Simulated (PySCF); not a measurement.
Polarisability and C₆ of Fe⁺ (iron, charge +1)

[Ar] 3d5 4s2, high-spin 6S determinant (an excited configuration). All numbers are calculated (PySCF 2.14, no relativity, point nucleus, in aug-cc-pVTZ with one added diffuse shell each of s, p, d, f, g type (9s8p6d4f3g, 118 functions)). Coupled (time-dependent) response in atomic units; α is the mean over directions.

| method | mean α (bohr³) | C₆ (like pair) | S(−4) |
| --- | --- | --- | --- |
| UHF | 37.14 | 252.8 | 775.9 |
| PBE | 31.69 | 204.4 | 538.3 |

S(−4) is the Cauchy moment in α(ω) = α(0) + S(−4) ω² + …

α(iu) at PBE:

| u (hartree) | α(iu) (bohr³) |
| --- | --- |
| 0 | 31.69 |
| 0.0500 | 30.41 |
| 0.100 | 27.23 |
| 0.200 | 19.62 |
| 0.300 | 13.81 |
| 0.500 | 7.675 |
| 0.750 | 4.580 |
| 1.00 | 3.175 |
| 1.50 | 1.911 |
| 2.00 | 1.331 |
| 3.00 | 0.7808 |
| 5.00 | 0.3731 |

A single London oscillator, α(iu) = α/(1 + u²/ω²), gives C₆ = (3/4) ω α². Matching the computed C₆ needs ω = 4 × 204.4 / (3 × 31.69²) = 0.271 hartree.

For an ion, C₆ is the dispersion term alone; charge-induced terms of lower order in 1/R come first.
